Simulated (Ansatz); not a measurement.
Correlation energies of C$_{3}$H$_{6}$BNO (`BC1OCC1=N`) by basis set

Z-matrix (Å, degrees):
```
C
O 1 1.450
B 1 1.550 2 118.9
C 1 1.522 2 89.4 3 121.5
H 1 1.104 2 111.0 3 -127.6
C 2 1.429 1 92.9 3 -123.0
H 3 1.194 1 117.6 2 173.5
H 3 1.193 1 121.1 2 -6.7
N 4 1.250 1 132.8 2 -178.0
H 6 1.096 2 112.8 1 119.5
H 6 1.097 2 112.8 1 -115.8
H 9 1.020 4 111.6 1 -179.6
```

The species carries charge 0 and has multiplicity 1. All single points use the PBE0-D4/def2-TZVP geometry. It is one conformer, not always the lowest. Frozen core, restricted reference, the Gaussian-basis code of Ansatz. CBS rows extrapolate triple and quadruple zeta; past MP2 they add the triple-zeta difference.

```tsv
basis	HF (Eh)	MP2 corr.
def2-TZVPP	-271.11299	-1.00972
def2-QZVPP	-271.12508	-1.07943
```

(1) Estimate the CCSD correlation energy and the (T) correction in each basis where they were run (hartree).

## Answers

(1) 
```json
{"basis": "def2-TZVPP", "CCSD corr.": "-1.04714", "(T)": "-0.04621"}
{"basis": "CBS(def2)", "CCSD corr.": "-1.16850", "(T)": "as TZ"}
```
